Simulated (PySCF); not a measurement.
## How methods differ on the excitation energy of Rh⁺

Rh⁺ [Kr] 4d8 (3F) → Rh⁺ [Kr] 4d7 5s1 (5F), as a difference of total energies. Computed with PySCF 2.14 in def2-TZVPPD with the def2 core potential (28 electrons) (6s4p3d2f1g, 56 functions), with a scalar-relativistic core potential. Correlated levels: valence: 4s2 4p6 frozen; valence and next inner shell: nothing frozen outside the core potential. The calculations carry no spin-orbit coupling.

| method | excitation energy (eV) |
| --- | --- |
| UHF | 1.348 |
| LDA | 1.969 |
| PBE | 1.957 |
| PBE0 | 1.995 |
| r2SCAN | 1.788 |
| B3LYP | 2.036 |
| M06-2X | 2.436 |
| M06 | 2.251 |
| PBEsol | 1.932 |
| MP2 (valence) | 2.178 |
| SCS-MP2 (valence) | 2.465 |
| MP2 (valence and next inner shell) | 1.981 |
| SCS-MP2 (valence and next inner shell) | 2.136 |

Errors of the correlated levels include the incompleteness of this basis and the frozen core.

Task: Which method comes closest to the reference value, and which is furthest?

Result: The reference is 2.126 eV (measured; NIST levels, between the centres of gravity of the two terms). Closest: SCS-MP2 (valence and next inner shell) (error 0.010 eV); furthest: UHF (error -0.778 eV).
